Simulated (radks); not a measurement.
The numbers below are computed, except where a source is named.
All-electron atom: Er I in [Xe] 4f12 6s2 (the NIST ground configuration). Code: a radial shooting solver on a logarithmic mesh with Libxc functionals. Model: scalar-relativistic Kohn-Sham, r2SCAN, spin-unpolarised, spherical densities, finite nucleus; meta-GGA in the generalised Kohn-Sham scheme; Fermi nuclear charge, rms radius 5.2516 fm. Some entries of the table are withheld. Estimate them.

| orbital | occ. | eigenvalue (eV) | <r> (bohr) | <1/r> (bohr^-1) |
|---|---|---|---|---|
| 1s | 2 | -57444.40 | 0.02037 | (1) |
| 2s | 2 | -9673.797 | 0.08644 | 18.07 |
| 2p | 6 | -8553.076 | 0.07673 | 16.67 |
| 3s | 2 | -2176.265 | 0.2250 | 6.674 |
| 3p | 6 | -1833.623 | 0.2243 | 6.228 |
| 3d | 10 | -1404.419 | 0.2038 | 5.895 |
| 4s | 2 | -433.9543 | 0.5084 | 2.805 |
| 4p | 6 | -320.7537 | 0.5391 | 2.568 |
| 4d | 10 | -168.4342 | 0.5840 | 2.267 |
| 5s | 2 | -53.4484 | 1.256 | (2) |
| 5p | 6 | -27.4005 | 1.492 | 0.8735 |
| 6s | 2 | -3.9170 | 4.076 | 0.3048 |
| 4f | 12 | (3) | 0.8294 | 1.644 |

Answer. 
(1) 1s <1/r> (bohr^-1): 77.54
(2) 5s <1/r> (bohr^-1): 1.052
(3) 4f eigenvalue (eV): -3.0757
